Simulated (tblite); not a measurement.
Species: C3H10Ge2Se.
Atom-mapped SMILES: `[CH2:1]=[CH:2][Ge@@H:3]([CH3:4])[Se:5][GeH3:6]` (hydrogens: H7, H8 on C1; H9 on C2; H10 on Ge3; H11, H12, H13 on C4; H14, H15, H16 on Ge6)

Computed with GFN2-xTB (tblite), gas phase: L-BFGS steps from a force-field or distance-geometry start until the largest atomic force falls under 0.01 eV/Å.

Step 69: E = -504.5743 eV
```
atom  x, y, z in Å  |  force x, y, z in eV/Å
C1     -2.0762    1.8414   -0.0480    0.029  -0.023  -0.013
C2     -1.1443    0.9279   -0.2608   -0.038   0.002  -0.021
Ge3    -0.6204   -0.4559    1.0323   -0.023   0.026  -0.039
C4     -0.5770   -2.2852    0.2393    0.007  -0.006   0.006
Se5     1.4841    0.1541    1.9765    0.034  -0.003  -0.008
Ge6     2.7091    0.6012    0.0541   -0.008  -0.025   0.050
H7     -2.3090    2.6025   -0.7804   -0.025  -0.025   0.048
H8     -2.6480    1.8643    0.8683    0.044  -0.009  -0.025
H9     -0.5908    0.9391   -1.1933   -0.027  -0.003  -0.005
H10    -1.5620   -0.4028    2.2304    0.032   0.015  -0.023
H11     0.4235   -2.7083    0.2403    0.025   0.052   0.017
H12    -0.9407   -2.2634   -0.7846    0.001   0.032   0.008
H13    -1.2210   -2.9395    0.8199   -0.008  -0.008   0.000
H14     3.3795   -0.6314   -0.4891   -0.021  -0.044  -0.018
H15     1.8906    1.1925   -1.0594    0.002   0.015   0.003
H16     3.7950    1.5722    0.4106   -0.025   0.004   0.021
```

Step 70: E = -504.5751 eV
```
atom  x, y, z in Å  |  force x, y, z in eV/Å
C1     -2.0775    1.8416   -0.0479    0.066  -0.026  -0.013
C2     -1.1443    0.9296   -0.2628   -0.058  -0.006  -0.014
Ge3    -0.6223   -0.4542    1.0308    0.009   0.027  -0.026
C4     -0.5736   -2.2837    0.2393    0.009  -0.010   0.002
Se5     1.4840    0.1541    1.9794    0.009  -0.007  -0.012
Ge6     2.7050    0.5998    0.0557    0.045  -0.039   0.040
H7     -2.3115    2.6015   -0.7799   -0.038  -0.009   0.035
H8     -2.6426    1.8677    0.8722    0.031  -0.014  -0.022
H9     -0.5951    0.9383   -1.1978   -0.027  -0.002  -0.003
H10    -1.5645   -0.4020    2.2286    0.031   0.015  -0.026
H11     0.4272   -2.7058    0.2406    0.033   0.056   0.022
H12    -0.9361   -2.2650   -0.7847   -0.006   0.038  -0.005
H13    -1.2165   -2.9385    0.8195   -0.017  -0.016   0.011
H14     3.3750   -0.6350   -0.4901   -0.038  -0.018  -0.006
H15     1.8890    1.1927   -1.0583   -0.004   0.019   0.001
H16     3.7962    1.5679    0.4118   -0.044  -0.009   0.014
```

Step 71: E = -504.5762 eV
```
atom  x, y, z in Å  |  force x, y, z in eV/Å
C1     -2.0775    1.8431   -0.0472    0.087  -0.008  -0.002
C2     -1.1461    0.9308   -0.2660   -0.061  -0.027  -0.010
Ge3    -0.6261   -0.4517    1.0283    0.052   0.010  -0.007
C4     -0.5660   -2.2816    0.2388    0.006  -0.013  -0.001
Se5     1.4805    0.1578    1.9834   -0.024  -0.012  -0.008
Ge6     2.6975    0.5967    0.0588    0.093  -0.050   0.009
H7     -2.3129    2.6025   -0.7779   -0.052   0.016   0.008
H8     -2.6323    1.8755    0.8779    0.009  -0.024  -0.007
H9     -0.6028    0.9354   -1.2041   -0.024  -0.004  -0.012
H10    -1.5695   -0.4031    2.2248    0.026   0.018  -0.027
H11     0.4364   -2.6995    0.2424    0.038   0.061   0.027
H12    -0.9263   -2.2675   -0.7858   -0.011   0.044  -0.013
H13    -1.2069   -2.9390    0.8182   -0.022  -0.020   0.018
H14     3.3623   -0.6425   -0.4909   -0.054   0.007   0.008
H15     1.8850    1.1933   -1.0565   -0.004   0.020   0.009
H16     3.7972    1.5586    0.4120   -0.060  -0.019   0.010
```

Step 72: E = -504.5780 eV
```
atom  x, y, z in Å  |  force x, y, z in eV/Å
C1     -2.0750    1.8489   -0.0453    0.098   0.023   0.019
C2     -1.1521    0.9305   -0.2713   -0.056  -0.041  -0.011
Ge3    -0.6332   -0.4484    1.0242    0.100  -0.031   0.014
C4     -0.5505   -2.2793    0.2376    0.001  -0.017  -0.003
Se5     1.4697    0.1710    1.9896   -0.059  -0.019  -0.001
Ge6     2.6843    0.5909    0.0634    0.123  -0.053  -0.041
H7     -2.3117    2.6092   -0.7727   -0.063   0.042  -0.028
H8     -2.6138    1.8925    0.8880   -0.016  -0.039   0.010
H9     -0.6185    0.9279   -1.2142   -0.021  -0.009  -0.028
H10    -1.5800   -0.4089    2.2178    0.019   0.025  -0.026
H11     0.4565   -2.6867    0.2466    0.034   0.067   0.027
H12    -0.9063   -2.2729   -0.7888   -0.010   0.052  -0.012
H13    -1.1865   -2.9431    0.8152   -0.021  -0.017   0.021
H14     3.3332   -0.6579   -0.4902   -0.065   0.028   0.022
H15     1.8776    1.1956   -1.0543    0.004   0.015   0.029
H16     3.7987    1.5396    0.4106   -0.069  -0.026   0.008
```

Question: Estimate the geometry and energy of step 73. (The exact step hangs on the optimiser's Hessian estimate; all steps are aligned on step 72, rigid shifts and turns removed.)

Answer: E = -504.5808 eV, largest force 0.172 eV/Å
```
atom  x, y, z in Å  |  force x, y, z in eV/Å
C1     -2.0699    1.8596   -0.0413    0.096   0.064   0.050
C2     -1.1643    0.9284   -0.2806   -0.047  -0.038  -0.013
Ge3    -0.6434   -0.4439    1.0176    0.143  -0.089   0.033
C4     -0.5249   -2.2759    0.2354   -0.004  -0.027  -0.002
Se5     1.4497    0.1948    1.9983   -0.089  -0.024   0.009
Ge6     2.6654    0.5808    0.0698    0.123  -0.044  -0.103
H7     -2.3102    2.6221   -0.7635   -0.066   0.060  -0.067
H8     -2.5837    1.9201    0.9046   -0.038  -0.059   0.021
H9     -0.6463    0.9152   -1.2314   -0.021  -0.022  -0.045
H10    -1.5966   -0.4190    2.2057    0.011   0.034  -0.024
H11     0.4900   -2.6642    0.2544    0.018   0.071   0.021
H12    -0.8735   -2.2822   -0.7939   -0.002   0.062   0.000
H13    -1.1525   -2.9507    0.8105   -0.013  -0.003   0.019
H14     3.2836   -0.6833   -0.4874   -0.065   0.038   0.031
H15     1.8679    1.2002   -1.0506    0.020   0.003   0.060
H16     3.8011    1.5067    0.4087   -0.066  -0.025   0.009
```

The energy changes by -0.0028 eV. The first-order estimate −F·Δx gives -0.0036 eV and the mean of the old and new forces, exact on a quadratic surface, -0.0028 eV. The step makes an angle of 84° with the force vector and moves no atom by more than 0.056 Å.

The cost below is that of the whole relaxation. Time: 2.3 s wall. Hardware: one thread of an AMD EPYC 7R13, no GPU, shared host.
